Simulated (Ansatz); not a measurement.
CH4N (SMILES C[NH]) moved off its minimum; all values from Ansatz (an electronic-structure program), cores frozen in correlated methods. Open shells are unrestricted.
(charge 0, multiplicity 2)
```xyz
6

C     -0.5783     0.1480     0.1193
N      0.7214    -0.2844    -0.2151
H     -0.7303     0.1020     1.2127
H     -1.3388    -0.4878    -0.2899
H     -0.7778     1.1701    -0.1986
H      1.4164     0.3427     0.2156
```

Give the forces (eV/Å), the total energy and the dipole at CCSD(T)/cc-pVTZ.


```tsv
atom	Fx	Fy	Fz
C1	-0.590	0.349	1.002
N2	1.250	-0.511	-0.427
H3	0.066	0.265	-0.050
H4	-0.301	-0.432	-0.509
H5	-0.035	0.339	0.026
H6	-0.391	-0.010	-0.042
```
Energy -95.0267 hartree, dipole 1.85 D.
